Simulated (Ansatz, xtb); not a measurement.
**Two isomers of C5H7FOSi**

We compare I, `Fc1ccc(C[SiH3])o1`, a singlet, with II, `C=C1C[C@]1(C=O)[SiH2]F`, a singlet. Both are isolated molecules in the gas phase, relaxed with B3LYP-D3(BJ)/def2-SVP; the shapes shown needn't be the lowest conformers.

I (Å):

```xyz
15

C    -0.9063   -1.3164    1.7199
C     0.1930   -0.8599    2.3754
C     0.5537    0.3478    1.6726
C    -0.3525    0.5189    0.6643
C    -0.5219    1.5174   -0.4216
F    -1.6746   -2.3660    1.9052
O    -1.2573   -0.5248    0.6951
Si   -0.3358    0.7987   -2.1790
H     0.6753   -1.3150    3.2356
H     1.3878    1.0087    1.8978
H    -1.5095    2.0088   -0.3542
H     0.2348    2.3066   -0.2917
H    -0.4405    1.9087   -3.1721
H     0.9967    0.1428   -2.3110
H    -1.4061   -0.1997   -2.4530
```

II (Å):

```xyz
15

C    -2.0559   -1.0643   -0.3580
C    -0.8381   -0.6778   -0.0095
C     0.5061   -0.9793    0.4297
C     0.0780    0.4880    0.1006
C     0.5528    1.0827   -1.1744
F    -0.4490    0.8327    2.8181
O     0.6799    2.2761   -1.3320
Si   -0.1327    1.7365    1.4911
H    -2.8024   -0.3416   -0.6982
H    -2.3494   -2.1164   -0.3036
H     1.2001   -1.4641   -0.2680
H     0.6852   -1.1953    1.4885
H     0.7785    0.3582   -2.0002
H     1.1186    2.4893    1.7490
H    -1.2930    2.6299    1.2583
```

Task: Estimate which is lower in electronic energy at CCSD(T)/def2-SVP + ΔMP2/def2-TZVPP, and by roughly how much.

Result: The CCSD(T)/def2-SVP + ΔMP2/def2-TZVPP calculation puts structure II lower, by 18.1 kcal/mol.

Level by level:

```json
{"level": "GFN2-xTB", "geometry": "GFN2-xTB", "E(II) − E(I) (kcal/mol)": "+1.8", "departure from the last row (kcal/mol)": "+19.9", "job, with rough time for the two": "optimisation, 0.41 s"}
{"level": "HF/STO-3G", "geometry": "GFN2-xTB", "E(II) − E(I) (kcal/mol)": "+54.4", "departure from the last row (kcal/mol)": "+72.5", "job, with rough time for the two": "single point, 0.46 s"}
{"level": "r2SCAN-D4/def2-SVP", "geometry": "GFN2-xTB", "E(II) − E(I) (kcal/mol)": "−8.8", "departure from the last row (kcal/mol)": "+9.3", "job, with rough time for the two": "single point, 4.7 s"}
{"level": "B3LYP-D3(BJ)/def2-SVP", "geometry": "B3LYP-D3(BJ)/def2-SVP", "E(II) − E(I) (kcal/mol)": "−10.3", "departure from the last row (kcal/mol)": "+7.8", "job, with rough time for the two": "optimisation, 81 s"}
{"level": "HF/def2-SVP", "geometry": "B3LYP-D3(BJ)/def2-SVP", "E(II) − E(I) (kcal/mol)": "−17.2", "departure from the last row (kcal/mol)": "+0.9", "job, with rough time for the two": "part of the CCSD(T) run"}
{"level": "MP2/def2-SVP", "geometry": "B3LYP-D3(BJ)/def2-SVP", "E(II) − E(I) (kcal/mol)": "−15.4", "departure from the last row (kcal/mol)": "+2.7", "job, with rough time for the two": "part of the CCSD(T) run"}
{"level": "CCSD(T)/def2-SVP", "geometry": "B3LYP-D3(BJ)/def2-SVP", "E(II) − E(I) (kcal/mol)": "−15.1", "departure from the last row (kcal/mol)": "+3.0", "job, with rough time for the two": "single point"}
{"level": "CCSD(T)/def2-SVP + ΔMP2/def2-TZVPP", "geometry": "B3LYP-D3(BJ)/def2-SVP", "E(II) − E(I) (kcal/mol)": "−18.1", "departure from the last row (kcal/mol)": "", "job, with rough time for the two": "single point, 2.1 min"}
```

As drawn, II has 1 C=C, 3 C–C, 1 C=O, 1 F–Si, 1 C–H in place of 1 C–F, 3 C∷C, 2 C∷O, 1 Si–H (∷ is an aromatic bond). Structure I has a 5-membered ring (with an aromatic ring), II a 3-membered ring.

GFN2-xTB, HF/STO-3G put the two in the other order. The largest departure from CCSD(T)/def2-SVP + ΔMP2/def2-TZVPP is that of HF/STO-3G, 72.5 kcal/mol. The last row adds to CCSD(T) the change of the MP2 difference between the two basis sets, here −3.0 kcal/mol.

With thermal terms from frequencies at re-optimised GFN2-xTB minima (ideal gas, soft modes damped towards free rotors, one conformer each, 298.15 K, 1 atm): the zero-point term adds −0.2 kcal/mol; ΔH is −17.6 and ΔG −19.0 kcal/mol.

The correlated steps freeze 12 core orbitals. Mirror images aren't counted in ΔG. Run with Ansatz 0.2.0, xtb 6.7.1; the last row on 4 threads of Arm Neoverse V1 on a shared host.
